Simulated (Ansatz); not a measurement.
Consider the ligand exchange at a B–O bond: `SCOBCl` + CH₃OH → `COBCl` + `OCS`.

Program: Ansatz. Geometries: PBE0-D4/def2-TZVP. ΔE: electronic, gas phase. CCSD(T)/CBS adds triple-zeta CCSD(T) − MP2 to the extrapolated MP2 energy (def2 sets, frozen cores). This one scheme is used for every species. Functionals use def2-TZVPP. Each species was taken in one conformer, which may not be the lowest.

`SCOBCl`:

```xyz
9

S    -1.125   -1.040    1.388
C     0.351   -0.177    0.827
O     0.109    0.726   -0.231
B     0.197    0.324   -1.508
Cl   -0.171    1.484   -2.766
H    -1.725    0.031    1.932
H     0.786    0.395    1.644
H     1.048   -0.962    0.524
H     0.530   -0.782   -1.810
```

CH₃OH:

```xyz
6

C     0.101    0.040   -0.339
O    -0.257    0.440    0.964
H     0.310    0.948   -0.905
H    -0.708   -0.499   -0.848
H     1.002   -0.585   -0.352
H    -0.449   -0.345    1.481
```

`COBCl`:

Cartesian coordinates in Å:
```
C -0.641 -0.652 0.659
O -0.402 0.028 -0.560
B 0.709 0.737 -0.762
Cl 0.910 1.544 -2.308
H -0.760 -1.716 0.448
H 0.182 -0.510 1.364
H -1.565 -0.272 1.096
H 1.567 0.842 0.063
```

`OCS`:

```xyz
7

O     0.215   -0.690    1.011
C    -0.183    0.303    0.100
S    -0.640   -0.431   -1.471
H     0.490   -0.257    1.826
H    -1.088    0.828    0.430
H     0.607    1.043   -0.064
H     0.600   -0.796   -1.832
```

```tsv
species	PBE0-D4 energy (Eh)
`SCOBCl`	-998.68806
CH₃OH	-115.64111
`COBCl`	-600.61809
`OCS`	-513.71061
```

Work out ΔE.

ΔE = (-600.61809) + (-513.71061) − (-998.68806) − (-115.64111) = 0.00047 Eh = +1.2 kJ/mol. CCSD(T)/CBS gives +1.3 kJ/mol.

Largest T1 diagnostic among the species: 0.013.
